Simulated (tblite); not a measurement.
Species: C5H10O3.
Numbering: `[CH3:1][CH:2]([CH3:3])[O:4][CH2:5][O:6][CH:7]=[O:8]` (hydrogens: H9, H10, H11 on C1; H12 on C2; H13, H14, H15 on C3; H16, H17 on C5; H18 on C7)

Computed with GFN2-xTB (tblite), gas phase: Langevin dynamics at 300 K from the optimised GFN2-xTB geometry, time step 0.5 fs, friction 0.01 fs⁻¹, 2000 steps.

Start geometry:
```
atom  x, y, z in Å
C1     -0.729   -1.125    0.923
C2     -0.806    0.092    0.005
C3     -2.197    0.719    0.040
O4      0.122    1.105    0.431
C5      1.311    1.183   -0.238
O6      2.242    0.149    0.141
C7      2.393   -0.882   -0.673
O8      1.858   -1.062   -1.725
H9      0.257   -1.583    0.883
H10    -1.466   -1.863    0.620
H11    -0.928   -0.821    1.948
H12    -0.561   -0.205   -1.024
H13    -2.430    1.031    1.053
H14    -2.233    1.591   -0.608
H15    -2.938   -0.002   -0.293
H16     1.785    2.121    0.065
H17     1.186    1.135   -1.333
H18     3.125   -1.577   -0.224
```

The statistics below take the 31 frames saved every 25 fs from 250 to 1000 fs; their kinetic temperature (all 3N coordinates) averages 249 K.

Q: How do the bond lengths spread?

A: 
| bond | start (Å) | mean (Å) | standard deviation (Å) | shortest (Å) | longest (Å) |
| --- | --- | --- | --- | --- | --- |
| C1–C2 | 1.527 | 1.532 | 0.026 | 1.482 | 1.580 |
| C2–C3 | 1.525 | 1.533 | 0.033 | 1.472 | 1.608 |
| C2–O4 | 1.438 | 1.443 | 0.033 | 1.379 | 1.509 |
| O4–C5 | 1.366 | 1.363 | 0.016 | 1.324 | 1.406 |
| C5–O6 | 1.441 | 1.449 | 0.026 | 1.393 | 1.496 |
| O6–C7 | 1.322 | 1.328 | 0.022 | 1.276 | 1.378 |
| C7=O8 | 1.194 | 1.197 | 0.018 | 1.157 | 1.244 |
| C1–H9 | 1.087 | 1.093 | 0.024 | 1.053 | 1.133 |
| C1–H10 | 1.087 | 1.093 | 0.024 | 1.035 | 1.143 |
| C1–H11 | 1.087 | 1.091 | 0.021 | 1.047 | 1.152 |
| C2–H12 | 1.099 | 1.098 | 0.023 | 1.055 | 1.155 |
| C3–H13 | 1.086 | 1.091 | 0.033 | 1.026 | 1.177 |
| C3–H14 | 1.087 | 1.090 | 0.024 | 1.052 | 1.142 |
| C3–H15 | 1.086 | 1.086 | 0.021 | 1.039 | 1.133 |
| C5–H16 | 1.094 | 1.101 | 0.030 | 1.048 | 1.164 |
| C5–H17 | 1.103 | 1.107 | 0.028 | 1.068 | 1.166 |
| C7–H18 | 1.104 | 1.110 | 0.025 | 1.069 | 1.154 |

Q: Give the same statistics for bond angles, one of each kind among heavy atoms.

A: 
| angle | start (°) | mean (°) | standard deviation (°) | smallest (°) | largest (°) |
| --- | --- | --- | --- | --- | --- |
| C1–C2–C3 | 111.1 | 111.4 | 3.3 | 105.8 | 120.7 |
| C1–C2–O4 | 110.5 | 107.9 | 3.2 | 101.3 | 115.4 |
| C3–C2–O4 | 107.0 | 109.1 | 3.9 | 100.7 | 117.7 |
| C2–O4–C5 | 117.2 | 117.9 | 3.2 | 110.7 | 124.2 |
| O4–C5–O6 | 113.1 | 113.4 | 2.6 | 107.0 | 118.3 |
| C5–O6–C7 | 118.1 | 119.4 | 3.7 | 114.0 | 128.1 |
| O6–C7–O8 | 127.4 | 127.5 | 2.9 | 121.2 | 133.1 |

Q: How far does each atom move about its mean position (frames aligned on the start, all atoms weighted alike), and what rms force does it feel?

A: 
```tsv
atom	rms displacement (Å)	rms force (eV/Å)
C1	0.19	1.74
C2	0.14	1.71
C3	0.15	1.63
O4	0.22	1.18
C5	0.10	1.46
O6	0.26	1.22
C7	0.18	1.90
O8	0.28	1.46
H9	0.32	0.90
H10	0.31	0.90
H11	0.23	0.76
H12	0.22	0.96
H13	0.43	1.13
H14	0.50	0.88
H15	0.56	0.87
H16	0.19	0.92
H17	0.24	0.94
H18	0.37	0.81
```

The displacements run from 0.10 to 0.56 Å, the largest at H15.

Q: Follow the torsions C1–C2–O4–C5, C2–O4–C5–O6, O4–C5–O6–C7 and C5–O6–C7–O8 through every second one of these frames.

A: 
| t (fs) | C1–C2–O4–C5 (°) | C2–O4–C5–O6 (°) | O4–C5–O6–C7 (°) | C5–O6–C7–O8 (°) |
| --- | --- | --- | --- | --- |
| 250 | 145 | -96 | 89 | 5 |
| 300 | 146 | -87 | 81 | 0 |
| 350 | 141 | -96 | 89 | -5 |
| 400 | 150 | -85 | 63 | 1 |
| 450 | 142 | -97 | 82 | -9 |
| 500 | 145 | -110 | 76 | 12 |
| 550 | 137 | -101 | 86 | 8 |
| 600 | 152 | -97 | 79 | 1 |
| 650 | 158 | -90 | 69 | 15 |
| 700 | 139 | -82 | 92 | -9 |
| 750 | 131 | -88 | 92 | 10 |
| 800 | 118 | -79 | 106 | -13 |
| 850 | 111 | -88 | 101 | 5 |
| 900 | 102 | -66 | 95 | -3 |
| 950 | 103 | -71 | 104 | -2 |
| 1000 | 102 | -60 | 103 | -3 |

Largest departure from the start value over all these frames: C1–C2–O4–C5 60° (start 99°), C2–O4–C5–O6 33° (start -77°), O4–C5–O6–C7 42° (start 102°), C5–O6–C7–O8 18° (start 2°).

Q: How widely does the potential energy scatter, against a harmonic estimate?

A: Mean 0.55 eV above the start, standard deviation 0.111 eV, range 0.38 to 0.78 eV. For 48 classical harmonic modes at 300 K the canonical values are 48kT/2 = 0.62 eV and kT·√(48/2) = 0.127 eV.

The run is classical and short, so these are rough statistics of one trajectory.

The cost below is that of the whole dynamics run. Time: 12 s of wall time. Hardware: an Arm Neoverse V1 with one thread, on a shared host.
